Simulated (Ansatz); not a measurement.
Cl2FH3OSi2, SMILES `F[SiH2]O[SiH](Cl)Cl`, relaxed with RKS PBE0-D4/def2-TZVP in Ansatz from a PBE-D4/def2-SVP geometry. The force threshold is 0.005 eV/Å; the program also tests the step.

The species carries charge 0 and has multiplicity 1.

Start:

```xyz
9

F    -2.744   -0.631   -0.594
Si   -1.141   -0.873   -0.749
O    -0.391    0.259    0.219
Si    0.996    0.935    0.803
Cl    2.106   -0.508    1.779
Cl    2.115    1.677   -0.767
H    -0.823   -2.248   -0.255
H    -0.766   -0.642   -2.178
H     0.648    2.032    1.743
```

| step | energy (eV) | largest force (eV/Å) | largest move (Å) |
| --- | --- | --- | --- |
| 1 | -45604.6005 | 1.017 | 0.000 |
| 2 | -45604.6831 | 0.791 | 0.036 |
| 3 | -45604.7063 | 0.113 | 0.033 |
| 4 | -45604.7070 | 0.043 | 0.011 |
| 5 | -45604.7079 | 0.031 | 0.023 |
| 6 | -45604.7087 | 0.022 | 0.046 |
| 7 | -45604.7087 | 0.011 | 0.015 |
| 8 | -45604.7088 | 0.004 | 0.004 |

End:

```xyz
9

F    -2.681   -0.578   -0.551
Si   -1.131   -0.866   -0.743
O    -0.326    0.206    0.180
Si    0.986    0.913    0.786
Cl    2.104   -0.463    1.788
Cl    2.106    1.689   -0.727
H    -0.857   -2.237   -0.270
H    -0.798   -0.652   -2.166
H     0.596    1.989    1.704
```

Hardware: 4 threads of an Intel Xeon 6975P-C on a shared host. Wall time 24 s, peak host memory 0.78 GiB.
